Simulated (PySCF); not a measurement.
TiI4, SMILES [I][Ti]([I])([I])[I], multiplicity 1.

Geometry: PBE0-D3(BJ)/def2-SVP. The spin state was assumed, not searched. The isomer is the one that the SMILES or the coordinates give; other isomers of the formula were not compared. The def2 effective core potentials stand for the cores of I; spin–orbit coupling is left out.

Level of theory: ωB97X/def2-TZVP (PySCF).

Symmetry labels are those of the subgroup D2 that the program uses (full group Td).

Computed valence orbital energies around the gap with their symmetry:
```json
[
 {"orbital": "HOMO−7", "symmetry": "A", "energy (eV)": "-11.29"},
 {"orbital": "HOMO−6", "symmetry": "A", "energy (eV)": "-11.29"},
 {"orbital": "HOMO−5", "symmetry": "B2", "energy (eV)": "-11.06"},
 {"orbital": "HOMO−4", "symmetry": "B3", "energy (eV)": "-11.06"},
 {"orbital": "HOMO−3", "symmetry": "B1", "energy (eV)": "-11.06"},
 {"orbital": "HOMO−2", "symmetry": "B2", "energy (eV)": "-9.76"},
 {"orbital": "HOMO−1", "symmetry": "B3", "energy (eV)": "-9.76"},
 {"orbital": "HOMO", "symmetry": "B1", "energy (eV)": "-9.76"},
 {"orbital": "LUMO", "symmetry": "A", "energy (eV)": "-1.73"},
 {"orbital": "LUMO+1", "symmetry": "A", "energy (eV)": "-1.73"},
 {"orbital": "LUMO+2", "symmetry": "B2", "energy (eV)": "-1.43"},
 {"orbital": "LUMO+3", "symmetry": "B3", "energy (eV)": "-1.43"}
]
```
